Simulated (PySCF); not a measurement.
C2H7OSi, SMILES C[SiH](C)[O], multiplicity 2. Geometry optimised at B3LYP-D3(BJ)/def2-SVP. The isomer is the one that the SMILES or the coordinates give; other isomers of the formula were not compared.

**Question.** Give the equilibrium geometry at B3LYP-D3(BJ)/def2-SVP (PySCF confirms it by a frequency run) as Cartesian coordinates in Å. (The exact figures need the calculation; the answer reports its results.)

**Answer.** 
```xyz
11

C     -1.4272    -1.0418    -0.1041
Si    -0.0598     0.2253    -0.3221
C      1.6417    -0.5308     0.0099
O     -0.1445     1.4354     0.8455
H     -1.3306    -1.8411    -0.8582
H     -1.3787    -1.4966     0.8978
H     -2.4210    -0.5828    -0.2266
H     -0.1005     0.7968    -1.7022
H      1.6811    -0.9668     1.0193
H      2.4407     0.2185    -0.0881
H      1.8143    -1.3297    -0.7308
```
Charge 0, spin multiplicity 2.
